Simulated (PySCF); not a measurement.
# GaF: energy against distance

Set-up: PySCF, no relativity, basis sets Ga def2-TZVPP, F def2-TZVPP. Energies in eV from Ga + F in their ground configurations at the same level. State: ¹Σ⁺ (singlet), closed shell.

Curves on a restricted Hartree–Fock reference rise too fast on stretching and do not dissociate correctly.

| R (Å) | RHF-CCSD(T) |
| --- | --- |
| 1.613 | -5.549 |
| 1.685 | -5.854 |
| 1.738 | -5.954 |
| 1.792 | -5.974 |
| 1.846 | -5.934 |
| 1.917 | -5.813 |
| 2.007 | -5.589 |
| 2.115 | -5.259 |

Task: Put a parabola through the three lowest points of the RHF-CCSD(T) curve and estimate Re, k and ωe (reduced mass 14.89 u; 1 eV/Å² = 0.16022 mdyn/Å; ωe = 1302.8·√(k/μ) cm⁻¹).

Result: Through R = 1.738, 1.792, 1.846 Å the second-order coefficient is 10.3 eV/Å², so Re ≈ 1.783 Å, k ≈ 3.30 mdyn/Å and ωe ≈ 613 cm⁻¹. A polynomial fit of higher order to the unrounded RHF-CCSD(T) energies gives Re = 1.781 Å, k = 3.52 mdyn/Å, ωe = 634 cm⁻¹; anharmonicity and rounding make the difference.

The higher-order fit for each curve: RHF-CCSD(T): Re = 1.781 Å, ωe = 634 cm⁻¹, De = 5.98 eV.

Correlated steps freeze 10 core orbitals. Where the molecule has an RHF reference, its open-shell atoms are computed with UHF.
